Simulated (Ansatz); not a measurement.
Saddle point of GaN2H4Cl, singlet (GaN₂H₄Cl ([NH2][Ga]([NH2])[Cl]) → GaNHCl ([NH][Ga][Cl]) + NH₃ (still joined by a long Ga–N bond); bonds formed: N2–H4; bonds broken: N3–H4; bonds weakened to dative contacts: Ga1–N2), PBE0-D4/def2-TZVP structure:

```xyz
8
angstrom
Ga -0.5274 0.5545 0.6561
N 0.9525 0.0894 -0.6057
N -1.0350 -1.0531 0.1510
H 0.1376 -0.8659 -0.5534
Cl -0.6021 2.4020 1.6886
H 1.0299 0.5693 -1.4928
H 1.8826 -0.0893 -0.2507
H -1.8379 -1.6070 0.4069
```

Energies are electronic, without zero-point energy. Barriers and step energies count from the start structure reached by relaxing down the imaginary mode; all methods use the PBE0-D4 structures, on which another method's saddle can fall below an end. Ansatz 0.2.0; basis: def2-TZVPP, with def2-QZVPP for the basis limit; cores frozen in the correlated methods. Filled d shells of the heavier atoms are correlated. The def2 sets are not built for correlating such inner shells, so the correlated values are less sure here. B3LYP uses VWN-RPA correlation. Extrapolation: Hartree–Fock as exp(−7.88 √X), correlation as X^−2.97.

| method | barrier (eV) | step energy (eV) |
| --- | --- | --- |
| SPW92 | ? | 1.672 |
| PBE-D4 | ? | 1.603 |
| BLYP-D4 | 2.118 | 1.569 |
| r2SCAN-D4 | 2.231 | 1.760 |
| B97M-V | 2.346 | 1.747 |
| PBE0-D4 | 2.300 | 1.869 |
| B3LYP-D4 | 2.338 | 1.798 |
| r2SCAN0-D4 | 2.424 | 1.957 |
| BHLYP-D4 | 2.650 | 2.082 |
| CAM-B3LYP-D4 | 2.458 | 1.977 |
| wB97X-V | 2.499 | 2.018 |
| wB97M-V | 2.437 | 1.937 |
| B2PLYP | 2.341 | 1.780 |
| PBE-QIDH | 2.420 | 1.952 |
| RPA on PBE | 2.299 | 1.706 |
| HF | ? | 2.406 |
| MP2 | 2.311 | 1.783 |
| CCSD | 2.535 | 1.962 |
| CCSD(T) | 2.381 | 1.823 |

(1) Fill in the withheld barriers. (To be estimated.)

The T1 diagnostic stays at or below 0.018.

Results:

(1) The calculation gives: SPW92 1.861; PBE-D4 2.022; HF 3.140 eV. Each is the energy of the saddle less that of the start structure, by the same method.

For comparison, the barrier by CCSD(T) at an estimated basis limit (MP2 extrapolated from triple and quadruple zeta, plus CCSD(T) − MP2 in triple zeta) is 2.399 eV.

Labels in which every atom is bracketed show which atoms are joined, not bond orders.

For scale, one of the runs: CCSD(T)/def2-TZVPP, 208 basis functions, launched by `ansatz run in.yaml --threads 4 --pin off --events-out ev --progress --plain --max-ram 9574MiB`. Time: 89 s of wall clock on 4 CPU threads of an Arm Neoverse V1; the host was shared. Peak host memory: 2.8 GiB.
